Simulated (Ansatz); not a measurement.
System: CH2N, net charge -1, singlet state. It need not be the lowest isomer of its formula. Whether it binds its extra electron was not tested at this geometry. 
Coordinates optimised at B3LYP-D3(BJ)/def2-TZVP (Ansatz, a program for electronic structure):
```xyz
4

C     -0.4365     0.1714     0.1216
N      0.6754    -0.2653    -0.1882
H     -1.4101    -0.4417     0.2251
H     -0.6993     1.2702     0.3628
```
Charge -1, spin multiplicity 1.

Basis-set convergence of Hartree-Fock and CCSD correlation energies (hartree) with Ansatz. Correlated levels leave the core frozen unless marked. No spin-orbit coupling. Non-relativistic. This anion needs diffuse functions, which these sets lack.

```json
[
 {"basis": "cc-pVDZ", "functions": "38", "E(HF)": "-93.37585", "E(corr, CCSD)": "-0.32321"},
 {"basis": "cc-pVTZ", "functions": "88", "E(HF)": "-93.41244", "E(corr, CCSD)": "-0.39084"},
 {"basis": "cc-pVQZ", "functions": "170", "E(HF)": "___", "E(corr, CCSD)": "___"}
]
```

Task: Some entries are withheld; supply them.

Result: 
- cc-pVQZ, E(HF): -93.42381
- cc-pVQZ, E(corr, CCSD): -0.41285
